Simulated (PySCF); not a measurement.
C₂BrCl₂F, SMILES C(/Br)(Cl)=C(\Cl)F. Atoms are numbered in the order given.

```xyz
6

F     -1.9202    -0.7379     0.0000
C     -0.6301    -0.9855     0.0000
Cl    -0.2446    -2.6441     0.0000
C      0.2788     0.0033     0.0000
Cl     1.9596    -0.3006     0.0000
Br    -0.2790     1.7884     0.0000
```

Coordinates come from a PBE0-D3(BJ)/def2-SVP optimisation. The structure was generated by enumeration; whether it is a known compound was not checked.

Two levels are set side by side: PBE/pcSseg-1 (PySCF) and B3LYP/pcSseg-1 (PySCF). GIAO shifts against CFCl3 (¹⁹F), HCl (³⁵Cl), TMS (¹³C) at the same level; non-relativistic, no solvent, atoms listed together averaged. Without spin–orbit terms, shifts of atoms bonded to Cl or Br come out too high at both levels. Differences are taken from unrounded values.

```tsv
quantity	B3LYP
δ(¹⁹F) of F1 (ppm)	-80.1
δ(¹³C) of C2 (ppm)	161.4
δ(³⁵Cl) of Cl3 (ppm)	282.7
δ(¹³C) of C4 (ppm)	127.1
δ(³⁵Cl) of Cl5 (ppm)	289.0
```

Task: What does PBE give, and how far is it from B3LYP? (The exact figures need the calculation; the answer reports its results.)

Result: 
```csv
quantity,PBE,PBE minus B3LYP
δ(¹⁹F) of F1 (ppm),-89.5,-9.3
δ(¹³C) of C2 (ppm),156.6,-4.8
δ(³⁵Cl) of Cl3 (ppm),298.4,15.7
δ(¹³C) of C4 (ppm),121.5,-5.7
δ(³⁵Cl) of Cl5 (ppm),307.5,18.4
```

Rough cost on one machine, each run with all the roots and properties that it gave: B3LYP against PBE within a factor of 2.
